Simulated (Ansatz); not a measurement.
Ti₂Cl₂. Charge 0, multiplicity 3. Geometry PBE-D4/def2-SVP; atoms count from 1.

```xyz
4

Ti    0.793    0.236   -0.746
Ti   -0.037   -0.540    0.971
Cl   -0.782   -1.579   -1.090
Cl    0.027    1.883    0.864
```

The charge 0 triplet is spin-contaminated (final ⟨S²⟩ up to 2.59, 2.00 for a pure state). At PBE0-D4/def2-TZVP a broken-symmetry singlet of charge 0 lies 0.09 eV below the triplet, each at its own geometry. The structure comes from a short search, and lower isomers may exist.

Estimate the Mulliken populations from the PBE0/def2-TZVP orbitals of Ansatz.


| atom | charge (e) | spin (α − β) | d electrons |
| --- | --- | --- | --- |
| Ti1 | 0.45 | 2.34 | 2.83 |
| Ti2 | 0.43 | -0.38 | 2.75 |
| Cl3 | -0.44 | 0.02 | – |
| Cl4 | -0.44 | 0.02 | – |
Mulliken values depend strongly on the basis.

Where does the spin sit?

Summed by element: Ti 1.97, Cl 0.03, of 2 unpaired in all. Largest on single atoms: Ti1 2.34, Ti2 -0.38, Cl3 0.02.

And the Mayer bond orders between heavy atoms (over 0.3)?

Ti1–Ti2 2.21 (2.06 Å); Ti1–Cl3 0.51 (2.43 Å); Ti1–Cl4 0.51 (2.43 Å); Ti2–Cl3 0.56 (2.43 Å); Ti2–Cl4 0.56 (2.43 Å).
